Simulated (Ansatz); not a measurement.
CaI₂⁻. Total charge -1; doublet. Geometry PBE-D4/def2-TZVP, that of the neutral singlet; atoms count from 1.

```xyz
3

Ca   -0.011    0.008    0.000
I     1.173    1.762    1.875
I    -1.162   -1.769   -1.874
```

In the def2 sets I takes a core potential; there is no spin–orbit coupling. The highest occupied level of the charge -1 doublet lies above zero (up to 0.16 eV). By energy differences its removal costs 1.10 eV (vertical, to the charge 0 singlet, at PBE0-D4/def2-TZVPD); a positive level beside a positive removal energy at the same level points to self-interaction error. The structure comes from a short search, and lower isomers may exist.

**Question.** Estimate the Mulliken populations from the PBE0/def2-TZVPD orbitals of Ansatz.

**Answer.** 
```tsv
atom	charge (e)	spin (α − β)
Ca1	-0.18	1.32
I2	-0.41	-0.16
I3	-0.41	-0.16
```
Mulliken values and Mayer orders depend strongly on the basis. With diffuse functions, as here, like atoms can get unlike values, and bond orders can come out too low or too high.

**Question.** Where does the spin sit?

**Answer.** Summed by element: Ca 1.32, I -0.32, of 1 unpaired in all. Largest on single atoms: Ca1 1.32, I2 -0.16, I3 -0.16.
